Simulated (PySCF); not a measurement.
State search for GeS

Unrestricted PBE0; PySCF, no relativity, basis sets Ge def2-TZVPP, S def2-TZVPP. Outer shells of the fragments: Ge 3d10 4s2 4p2; S 3s2 3p4.

Followed along the bond (rough minima from three points):

| 2Ms+1 | unpaired | ⟨S²⟩ at the start | R at minimum (Å) | Te (eV) |
| --- | --- | --- | --- | --- |
| 1 | none | 0.00 | 2.02 | 0.00 |
| 3 | π ↑↑ | 2.01 | none in the scan | ≤ 2.64 |
| 5 | σ ↑, π ↑↑↑ | 6.01 | none in the scan | ≤ 5.35 |

Solutions found at the starting distance of 2.145 Å, counted from the lowest of them; the search is not exhaustive and high or unbound solutions are not listed, so other states can lie among these:

```json
{"2Ms+1": "1", "unpaired": "none", "term": "¹Σ⁺", "E (eV)": "0.00", "⟨S²⟩": "0.00", "⟨Lz²⟩": "0.00", "μ (D)": "-2.82"}
{"2Ms+1": "3", "unpaired": "π ↑↑", "term": "mixed", "E (eV)": "2.52", "⟨S²⟩": "2.01", "⟨Lz²⟩": "2.02", "μ (D)": "-0.31"}
{"2Ms+1": "3", "unpaired": "π ↑↑", "term": "mixed", "E (eV)": "2.86", "⟨S²⟩": "2.01", "⟨Lz²⟩": "2.01", "μ (D)": "-0.49"}
{"2Ms+1": "1", "unpaired": "π ↑↓", "term": "mixed", "E (eV)": "2.91", "⟨S²⟩": "1.01", "⟨Lz²⟩": "2.02", "μ (D)": "-0.54"}
{"2Ms+1": "3", "unpaired": "σ ↑, π ↑", "term": "³Π", "E (eV)": "2.96", "⟨S²⟩": "2.01", "⟨Lz²⟩": "1.01", "μ (D)": "-2.15"}
{"2Ms+1": "1", "unpaired": "σ ↓, π ↑", "term": "mixed", "E (eV)": "3.25", "⟨S²⟩": "1.02", "⟨Lz²⟩": "1.01", "μ (D)": "-1.96"}
{"2Ms+1": "5", "unpaired": "σ ↑, π ↑↑↑", "term": "⁵Π", "E (eV)": "5.37", "⟨S²⟩": "6.01", "⟨Lz²⟩": "1.01", "μ (D)": "0.39"}
{"2Ms+1": "3", "unpaired": "σ ↑, π ↑", "term": "³Π", "E (eV)": "6.22", "⟨S²⟩": "2.01", "⟨Lz²⟩": "1.02", "μ (D)": "-0.31"}
{"2Ms+1": "5", "unpaired": "π ↑↑↑↑", "term": "⁵Σ⁺", "E (eV)": "6.23", "⟨S²⟩": "6.02", "⟨Lz²⟩": "0.00", "μ (D)": "3.59"}
{"2Ms+1": "3", "unpaired": "σ ↑↑", "term": "³Σ⁺", "E (eV)": "6.26", "⟨S²⟩": "2.01", "⟨Lz²⟩": "0.00", "μ (D)": "-1.43"}
```

A term symbol is given only where ⟨S²⟩ and ⟨Lz²⟩ are close to those of a pure state; real π, δ and φ orbitals otherwise mix terms. A positive dipole means Ge(−)S(+).

The measured ground state is X ¹Σ+ (Huber and Herzberg, Constants of Diatomic Molecules (1979)).

Counting both spins, an empty level lies below a filled one in some of these solutions, because spin and occupation are held.
